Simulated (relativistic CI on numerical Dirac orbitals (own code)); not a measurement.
# Excitation temperature from two lines of Ar II

Problem. In an optically thin plasma whose excited levels follow a Boltzmann distribution, the energy emitted in Ar II 4879.86 Å and 4277.53 Å has the ratio 4.91 (an assumed reading, corrected for the detector). Tabulated data (NIST Handbook of Basic Atomic Spectroscopic Data): upper levels 158730.3 and 172213.9 cm⁻¹, g = 6 and 4, A = 8.23 × 10^7 and 8.00 × 10^7 s⁻¹. Calculate the temperature, its uncertainty for 15 % in the ratio of intensities and A values together, and the strength of these other lines with tabulated A (λ in Å, g, A, upper level): 4348.06, 8, 1.17 × 10^8, 157234.0; 4806.02, 6, 7.80 × 10^7, 155043.2; 4726.87, 4, 5.88 × 10^7, 159393.4; 4764.86, 4, 6.40 × 10^7, 160239.4.

Working.
1. The emitted power of a line is proportional to (gA/λ) exp(−E/kT), so I₁/I₂ = (g₁A₁λ₂/g₂A₂λ₁) exp[(E₂ − E₁)/kT].
2. The prefactor is 1.353 and E₂ − E₁ = 13483.6 cm⁻¹ = 1.672 eV.
3. kT = (E₂ − E₁)/ln(4.91/1.353) = 13483.6/1.2892 = 10459 cm⁻¹ = 1.297 eV, or T = 15050 K.
4. δT/T = (kT/ΔE) × 15 % = 11.6 %; lines whose upper levels lie far apart give the better thermometer.
5. Other lines relative to the first: 4348.06 Å: 2.5, 4806.02 Å: 1.4, 4726.87 Å: 0.46, 4764.86 Å: 0.46.

Remark. Dense plasmas such as arcs and laser-ablation plumes come near a Boltzmann distribution among excited levels, though their strong lines may be self-absorbed. Low-pressure etch and deposition plasmas, at 10¹⁰ to 10¹³ electrons per cm³, do not: there the number found is an excitation temperature of these levels and not the electron temperature.
